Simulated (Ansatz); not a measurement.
CH$_{3}$NOSi. Charge 0, multiplicity 1.

```xyz
7

C     0.883   -0.223    0.723
N     0.677   -1.006   -0.268
Si   -0.650    0.106   -0.589
O     0.006    0.831    0.826
H     1.658   -0.286    1.488
H    -0.547    0.972   -1.784
H    -2.028   -0.395   -0.396
```

(1) Give the diagnostics of a CCSD(T)/def2-TZVPP run (frozen core, the Gaussian-basis code of Ansatz). (Best estimate.)

Answers

(1) The calculation gave: T1 = 0.0153, largest single amplitude 0.030, largest double 0.062, (T) share of the correlation energy 4.4 %, 10 CCSD cycles. The RHF solution is stable towards an unrestricted one. T1 lies under the customary mark of 0.02 for closed shells.
